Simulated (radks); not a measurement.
Task: Xe II, configuration [Kr] 4d9.5 5s2 5p5.5 (fractional occupations, a model configuration). Method: Dirac Kohn-Sham, PBEsol, spin-unpolarised, spherical densities, finite nucleus; open shells are shared between the two j in proportion to 2j + 1; Fermi nuclear charge, rms radius 4.7859 fm; computed with a radial shooting solver on a logarithmic mesh with Libxc functionals. Some entries of the table are withheld. Estimate them.

orbital,occ.,eigenvalue (eV),<1/r> (bohr^-1)
1s1/2,2,-34342.63,58.09
2s1/2,2,-5356.321,13.58
2p1/2,2,-5034.101,13.57
2p3/2,4,-4709.722,12.47
3s1/2,2,-1107.327,4.856
3p1/2,2,(1),4.769
3p3/2,4,(2),4.497
3d3/2,4,(3),4.355
3d5/2,6,(4),4.286
4s1/2,2,(5),(6)
4p1/2,2,-163.5294,1.866
4p3/2,4,-151.1002,1.778
4d3/2,3.8,(7),1.540
4d5/2,5.7,(8),1.518
5s1/2,2,-30.1688,0.7325
5p1/2,1.83333,-18.7546,(9)
5p3/2,3.66667,-17.2776,(10)

Result: 
(1) 3p1/2 eigenvalue (eV): -973.3344
(2) 3p3/2 eigenvalue (eV): -911.7141
(3) 3d3/2 eigenvalue (eV): -675.6935
(4) 3d5/2 eigenvalue (eV): -662.6622
(5) 4s1/2 eigenvalue (eV): -211.0910
(6) 4s1/2 <1/r> (bohr^-1): 1.974
(7) 4d3/2 eigenvalue (eV): -73.9850
(8) 4d5/2 eigenvalue (eV): -71.9563
(9) 5p1/2 <1/r> (bohr^-1): 0.6262
(10) 5p3/2 <1/r> (bohr^-1): 0.5963
